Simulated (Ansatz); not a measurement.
Si(iPr)H3 (C₃H₁₀Si). Charge 0, multiplicity 1. Geometry PBE0-D4/def2-SVP, basis def2-TZVP, Ansatz.

Cartesian coordinates in Å:
```
Si -0.274 -1.374 -0.938
C 0.316 -0.077 0.313
C -0.820 0.360 1.237
C 0.966 1.114 -0.393
H 1.087 -0.584 0.923
H -1.260 -0.489 1.784
H -1.632 0.847 0.672
H -0.464 1.088 1.986
H 1.347 1.847 0.338
H 1.812 0.810 -1.029
H 0.242 1.642 -1.035
H -0.888 -2.546 -0.237
H 0.869 -1.863 -1.773
H -1.302 -0.777 -1.849
```

```
run  HOMO (eV)  LUMO (eV)
  A      -6.77      -0.05
  B      -8.26       0.99
  C      -7.11       0.37
  D      -7.70       0.30
  E      -8.10       0.67
  F     -10.79       2.75
```

LC-ωPBE has ω = 0.4 bohr⁻¹. HSE06 is defined as in plane-wave codes, on full-range PBE exchange.

The runs used BLYP, HSE06, LC-ωPBE, PBE0, r2SCAN, r2SCAN0. Estimate which is which.

A BLYP (0 % exact exchange); B r2SCAN0 (25 % exact exchange); C r2SCAN (0 % exact exchange); D HSE06 (range-separated); E PBE0 (25 % exact exchange); F LC-ωPBE (range-separated). Exact exchange lowers occupied and raises empty levels; among semilocal functionals meta-GGAs tend to open the gap a little, and such runs are hard to tell apart. The gap grows from 6.72 eV (BLYP) to 13.53 eV (LC-ωPBE).
